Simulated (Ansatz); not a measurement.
Cartesian coordinates (Å):
```xyz
7

S     -0.2580     2.6764    -0.0803
In     0.1277     0.3377     0.0065
S     -1.7122    -1.1576    -0.1707
S      2.3610    -0.4219     0.2741
H     -1.5847     2.5447    -0.2197
H     -0.9591    -2.2605    -0.0624
H      2.0253    -1.7188     0.2525
```
Charge 0, multiplicity 1.

These are frozen-core CCSD(T)/def2-TZVPP // CAM-B3LYP-D3(BJ)/def2-TZVP run with Ansatz (a program for electronic structure) values and carry that method's errors.

```
Property                        Result
----------------------  --------------
HF energy               -1383.70460 Ha
MP2 correlation energy     -0.81221 Ha
```

Task: Estimate the CCSD correlation energy, the (T) correction, the total energy and the T1 diagnostic.

Result: 
The CCSD correlation energy is -0.85625 Ha and the (T) correction comes out as -0.03720 Ha. The CCSD(T) total energy is -1384.59805 Ha and the T1 diagnostic comes out as 0.013.
